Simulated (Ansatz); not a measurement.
Calculated with Ansatz (gas phase, PBE0-D4/def2-TZVP geometries, no zero-point term in ΔE). CCSD(T)/CBS adds triple-zeta CCSD(T) − MP2 to the extrapolated MP2 energy (def2 sets, frozen cores). This one scheme is used for every species. Functionals use def2-TZVPP. B3LYP here is the variant with VWN-RPA as its local correlation; programs differ in this. For Ge outer-core shells are correlated without core-valence functions, which leaves a few kJ/mol of doubt a bond. Scalar relativity is left out up to krypton. One conformer a species, not always the lowest.

Reaction (formal exchange of groups at a B–Ge bond): `O[B](F)[GeH2][SiH3]` + `BO` → `OBB(O)F` + `[SiH3][GeH3]`

```csv
level,ΔE (eV)
B3LYP,0.15
MP2/CBS(def2),0.25
```

Problem. What does CCSD(T)/CBS give? (Best estimate.)

Solution. Ansatz gave: +0.20 eV. The listed levels differ from it by -0.05, 0.05 eV.

Largest T1 diagnostic among the species: 0.014.

In def2-TZVPP, CCSD(T) changes the Hartree–Fock value by +0.07 eV (the triples alone add +0.02 eV) and MP2 by +0.12 eV.
